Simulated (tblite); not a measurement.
Parent: `[CH3:1][C@@H:2]([F:3])[SiH2:4][CH:5]=[O:6]` with C1–C2–Si4–C5 63°, C2–Si4–C5–O6 -6°, C3H7FOSi.

Computed geometry: GFN2-xTB, gas phase. One conformer each, not checked by frequencies here.

```tsv
coordinate of the parent	value
C1–C2	1.521 Å
C2–F3	1.397 Å
C2–Si4	1.921 Å
Si4–C5	1.925 Å
C5=O6	1.204 Å
C1–C2–F3	108.9°
C1–C2–Si4	114.2°
F3–C2–Si4	107.9°
C2–Si4–C5	106.9°
Si4–C5–O6	124.2°
```

Problem. How does the shared frame change in `[CH:1]#[C:2][Si@@H:3]([CH:4]=[O:5])[C@@H:6]([CH3:7])[F:8]` with C2–Si3–C4–O5 119°, C2–Si3–C6–C7 -52°, C5H7FOSi? Atoms pair as C1 = C7, C2 = C6, F3 = F8, Si4 = Si3, C5 = C4, O6 = O5 (parent first).

Solution. 
```
   parent   relative  value in the relative  change
    C1–C2      C7–C6                1.521 Å   0.000
    C2–F3      C6–F8                1.396 Å  -0.001
   C2–Si4     C6–Si3                1.925 Å  +0.004
   Si4–C5     Si3–C4                1.929 Å  +0.004
    C5=O6      C4=O5                1.204 Å   0.000
 C1–C2–F3   C7–C6–F8                 108.9°     0.0
C1–C2–Si4  C7–C6–Si3                 114.0°    -0.2
F3–C2–Si4  F8–C6–Si3                 108.3°    +0.4
C2–Si4–C5  C6–Si3–C4                 107.7°    +0.8
Si4–C5–O6  Si3–C4–O5                 124.2°     0.0
```

Of the parent's bonds, C2–Si4 and Si4–C5 change most and about equally (+0.004 Å). Bonds of the relative outside the shared frame: C1≡C2 1.203, C2–Si3 1.848 Å. Point group C1 → C1.

Problem. How does the shared frame change in `[CH3:1][C@@H:2]([F:3])[Si@H:4]([CH:5]=[O:6])[C:7](=[O:8])[OH:9]` with C1–C2–Si4–C5 -177°, C2–Si4–C5–O6 -112°, C2–Si4–C7–O8 -149°, Si4–C7–O9–H 176°, C4H7FO3Si? Atoms pair as C1 = C1, C2 = C2, F3 = F3, Si4 = Si4, C5 = C5, O6 = O6 (parent first).

Solution. 
| parent | relative | value in the relative | change |
| --- | --- | --- | --- |
| C1–C2 | C1–C2 | 1.521 Å | 0.000 |
| C2–F3 | C2–F3 | 1.394 Å | -0.003 |
| C2–Si4 | C2–Si4 | 1.930 Å | +0.009 |
| Si4–C5 | Si4–C5 | 1.932 Å | +0.007 |
| C5=O6 | C5=O6 | 1.202 Å | -0.002 |
| C1–C2–F3 | C1–C2–F3 | 108.8° | -0.1 |
| C1–C2–Si4 | C1–C2–Si4 | 114.6° | +0.4 |
| F3–C2–Si4 | F3–C2–Si4 | 106.8° | -1.1 |
| C2–Si4–C5 | C2–Si4–C5 | 105.8° | -1.1 |
| Si4–C5–O6 | Si4–C5–O6 | 124.6° | +0.4 |

Of the parent's bonds, C2–Si4 changes most (+0.009 Å). Bonds of the relative outside the shared frame: Si4–C7 1.920, C7=O8 1.202, C7–O9 1.337 Å. Point group C1 → C1.

Problem. How does the shared frame change in `[CH3:1][O:2][Si@@H:3]([CH:4]=[O:5])[C@@H:6]([CH3:7])[F:8]` with C1–O2–Si3–C4 -176°, O2–Si3–C4–O5 179°, O2–Si3–C6–C7 -60°, C4H9FO2Si? Atoms pair as C1 = C7, C2 = C6, F3 = F8, Si4 = Si3, C5 = C4, O6 = O5 (parent first).

Solution. 
```json
{"parent": "C1–C2", "relative": "C7–C6", "value in the relative": "1.522 Å", "change": "+0.001"}
{"parent": "C2–F3", "relative": "C6–F8", "value in the relative": "1.401 Å", "change": "+0.004"}
{"parent": "C2–Si4", "relative": "C6–Si3", "value in the relative": "1.935 Å", "change": "+0.014"}
{"parent": "Si4–C5", "relative": "Si3–C4", "value in the relative": "1.912 Å", "change": "-0.013"}
{"parent": "C5=O6", "relative": "C4=O5", "value in the relative": "1.204 Å", "change": "0.000"}
{"parent": "C1–C2–F3", "relative": "C7–C6–F8", "value in the relative": "108.4°", "change": "-0.5"}
{"parent": "C1–C2–Si4", "relative": "C7–C6–Si3", "value in the relative": "114.1°", "change": "-0.1"}
{"parent": "F3–C2–Si4", "relative": "F8–C6–Si3", "value in the relative": "107.4°", "change": "-0.5"}
{"parent": "C2–Si4–C5", "relative": "C6–Si3–C4", "value in the relative": "109.0°", "change": "+2.1"}
{"parent": "Si4–C5–O6", "relative": "Si3–C4–O5", "value in the relative": "123.3°", "change": "-0.9"}
```

Of the parent's bonds, C2–Si4 and Si4–C5 change most and about equally (-0.013 to +0.014 Å). Bonds of the relative outside the shared frame: C1–O2 1.406, O2–Si3 1.616 Å. Point group C1 → C1.

Problem. How does the shared frame change in `[CH3:1][C@@H:2]([F:3])[Si@@H:4]([CH:5]=[O:6])[CH:7]([F:8])[F:9]` with C1–C2–Si4–C5 65°, C2–Si4–C5–O6 -28°, C2–Si4–C7–F8 -69°, C4H7F3OSi? Atoms pair as C1 = C1, C2 = C2, F3 = F3, Si4 = Si4, C5 = C5, O6 = O6 (parent first).

Solution. 
```tsv
parent	relative	value in the relative	change
C1–C2	C1–C2	1.519 Å	-0.002
C2–F3	C2–F3	1.397 Å	0.000
C2–Si4	C2–Si4	1.921 Å	0.000
Si4–C5	Si4–C5	1.932 Å	+0.007
C5=O6	C5=O6	1.203 Å	-0.001
C1–C2–F3	C1–C2–F3	109.3°	+0.4
C1–C2–Si4	C1–C2–Si4	113.7°	-0.5
F3–C2–Si4	F3–C2–Si4	107.1°	-0.8
C2–Si4–C5	C2–Si4–C5	109.1°	+2.2
Si4–C5–O6	Si4–C5–O6	122.6°	-1.6
```

Of the parent's bonds, Si4–C5 changes most (+0.007 Å). Bonds of the relative outside the shared frame: Si4–C7 1.942, C7–F8 1.363, C7–F9 1.362 Å. Point group C1 → C1.

Problem. How does the shared frame change in `[CH3:1][C@@H:2]([F:3])[Si@@H:4]([CH:5]=[O:6])[O:7][SiH3:8]` with C1–C2–Si4–C5 -57°, C2–Si4–C5–O6 121°, C2–Si4–O7–Si8 -127°, C3H9FO2Si2? Atoms pair as C1 = C1, C2 = C2, F3 = F3, Si4 = Si4, C5 = C5, O6 = O6 (parent first).

Solution. 
```csv
parent,relative,value in the relative,change
C1–C2,C1–C2,1.521 Å,0.000
C2–F3,C2–F3,1.395 Å,-0.002
C2–Si4,C2–Si4,1.921 Å,0.000
Si4–C5,Si4–C5,1.921 Å,-0.004
C5=O6,C5=O6,1.207 Å,+0.003
C1–C2–F3,C1–C2–F3,108.9°,0.0
C1–C2–Si4,C1–C2–Si4,114.4°,+0.2
F3–C2–Si4,F3–C2–Si4,107.4°,-0.5
C2–Si4–C5,C2–Si4–C5,109.2°,+2.3
Si4–C5–O6,Si4–C5–O6,120.1°,-4.1
```

Of the parent's bonds, Si4–C5 and C5–O6 change most and about equally (-0.004 to +0.003 Å). Bonds of the relative outside the shared frame: Si4–O7 1.606, O7–Si8 1.652 Å. Point group C1 → C1.
